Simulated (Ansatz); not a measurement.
Cost and result for the atomization energy of ClGaH4O2Si (`[OH][Ga]([Cl])[O][SiH3]`) (9 atoms, 8 bonds).

Cartesian coordinates in Å:
```
O -0.941 -2.191 -0.293
Ga 0.576 -1.477 0.268
Cl 2.142 -2.731 0.911
O 0.822 0.272 0.308
Si -0.046 1.605 -0.068
H -1.588 -1.534 -0.563
H -1.396 1.222 -0.580
H -0.222 2.451 1.140
H 0.654 2.383 -1.122
```

The species carries charge 0 and has multiplicity 1. Correlated methods include outer-core shells of Ga, which these sets cover unevenly. Scalar relativity is left out up to krypton. All single points use the PBE0-D4/def2-TZVP geometry. It is one conformer, not always the lowest. Program: Ansatz. All runs use 4 threads of an Arm Neoverse V2 on a shared host. Times are those of one run each, without the atoms' runs, and a repeat can differ threefold. Electronic energies, without spin–orbit coupling; frozen cores. CCSD(T)/CBS adds CCSD(T) − MP2 in def2-TZVPP to the MP2 limit, and its time is that of the two runs behind it. T1 = 0.013. With those shells the extrapolation isn't a true limit. B3LYP takes the VWN-RPA correlation (the form of Gaussian; ORCA's B3LYP/G). HSE06 is the plane-wave form, built on full-range PBE exchange.

CCSD(T)/CBS is a level of theory with its own doubt, some kJ/mol a heavy atom from the limit and from the frozen cores, so smaller differences don't rank the functionals.

| level | functions | wall time |
| --- | --- | --- |
| BLYP-D4/def2-TZVPP | 250 | 2 s |
| PBE-D4/def2-TZVPP (with forces) | 250 | 2.5 s |
| HSE06-D4/def2-TZVPP | 250 | 3.8 s |
| BHLYP-D4/def2-TZVPP | 250 | 3.9 s |
| B3LYP-D4/def2-TZVPP (with forces) | 250 | 5.5 s |
| r2SCANh-D4/def2-TZVPP | 250 | 6 s |
| B2PLYP/def2-TZVPP | 250 | 6 s |
| CCSD(T)/def2-SVP | 116 | 7.5 s |
| B97M-V/def2-TZVPP | 250 | 8.5 s |
| ωB97X-V/def2-TZVPP | 250 | 9 s |
| MP2/def2-QZVPP | 463 | 22 s |
| CCSD(T)/def2-TZVPP | 250 | 3.5 min |
| CCSD(T)/CBS(def2) | – | 3.8 min |

Problem. What atomization energy does each give, and how far from CCSD(T)/CBS? (Estimate.)

Solution. The calculation gave: 
```csv
level,atomization (kJ/mol),difference from CCSD(T)/CBS,per bond
BLYP-D4/def2-TZVPP,2956.5,-74.4,-9.3
PBE-D4/def2-TZVPP (with forces),3004.3,-26.6,-3.3
HSE06-D4/def2-TZVPP,2954.3,-76.6,-9.6
BHLYP-D4/def2-TZVPP,2885.1,-145.8,-18.2
B3LYP-D4/def2-TZVPP (with forces),2963.1,-67.8,-8.5
r2SCANh-D4/def2-TZVPP,2988.0,-42.9,-5.4
B2PLYP/def2-TZVPP,2962.7,-68.2,-8.5
CCSD(T)/def2-SVP,2795.1,-235.8,-29.5
B97M-V/def2-TZVPP,3008.2,-22.7,-2.8
ωB97X-V/def2-TZVPP,3021.7,-9.2,-1.2
MP2/def2-QZVPP,3083.1,52.2,6.5
CCSD(T)/def2-TZVPP,2950.3,-80.6,-10.1
CCSD(T)/CBS(def2),3030.9,0.0,0.0
```

The D4 term adds +35.4 kJ/mol with B3LYP and +18.8 kJ/mol with PBE0; it sums over pairs of atoms, weighted by their polarisabilities, and B3LYP, whose exchange is more repulsive, gets the larger term. From BLYP to BHLYP (50 % exact exchange), in def2-TZVPP and without D4, the atomization energy moves by −56.0 kJ/mol: exact exchange takes away binding that semilocal exchange gives to molecules. At CCSD(T), def2-SVP lies −235.8 kJ/mol from the extrapolated value and def2-TZVPP −80.6 kJ/mol: correlation converges slowly with the basis, and small sets miss more of it in the bonded molecule than in its fragments.
